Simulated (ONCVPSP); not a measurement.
## What the settings do to the ONCV potential of Ge (Z = 32)

Base potential:

ONCVPSP 4.0.1 input, shortened (lines: element, Z, core and valence counts, functional; n l f; lmax; l rc ep ncon nbas qcut; lloc lpopt rc5 dvloc0; l nproj debl; icmod fcfact rcfact), LDA (Perdew-Zunger), scalar-relativistic:

```
  Ge 32.00    6    2        3      upf
    1    0    2.00
    2    0    2.00
    2    1    6.00
    3    0    2.00
    3    1    6.00
    3    2   10.00
    4    0    2.00
    4    1    2.00
    1
    0    1.75    0.00    4    8    2.90
    1    1.90    0.00    3    7    5.10
    4    5    1.50    1.00
    0    3    2.10
    1    2    3.40
    0    0.00    0.00
```

Cutoffs, loose and tight: the cutoffs (Ha) at which the residual kinetic energy of the hardest occupied pseudo-wave falls to 1 and 0.1 mHa per electron. They do not see the model core or the augmentation charge, which bear on the density cutoff. Test errors are all-electron minus pseudo excitation energies from the reference, over the configurations 4s2 4p1; 4s2 4p0; 4s1 4p0; 4s2 4p1.5. A dash means not determined; rows that change the core or the reference have their own tests.

| change | outcome | cutoff, loose | cutoff, tight | bound ghosts | GHOST(+) flags above zero | largest test error (meV) |
| --- | --- | --- | --- | --- | --- | --- |
| base | generated | 44 Ha | 56 Ha | none | s | +250 |
| s: nbas 9 | generated | 47 Ha | 76 Ha | none | s | +247 |
| s: qcut 3.4 | generated | 25 Ha | 53 Ha | none | s | +252 |
| all radii scaled by about 1.27 (s 2.22, p 2.40 bohr); local potential polynomial inside 1.90 bohr (lpopt 5, dvloc0 1 Ha) | generated | 16 Ha | 34 Ha | none | s | +190 |
| s: ncon 3, nbas 7 | generated | 37 Ha | 61 Ha | none | s | +247 |
